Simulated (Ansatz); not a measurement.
Question: Name a neutral molecule of Al, C, O, Sn and H with LUMO energy (PBE0/def2-TZVPP) between -0.95 and -0.65 eV and LUMO energy (PBE/def2-TZVPP) between -1.70 and -1.40 eV (Ansatz, PBE0-D4/def2-TZVP geometry).

Answer: `[CH3][SnH2][O][AlH2]` (-0.76 eV, -1.53 eV). Other molecules can fit too; these were computed, each in one conformer that needn't be the lowest.
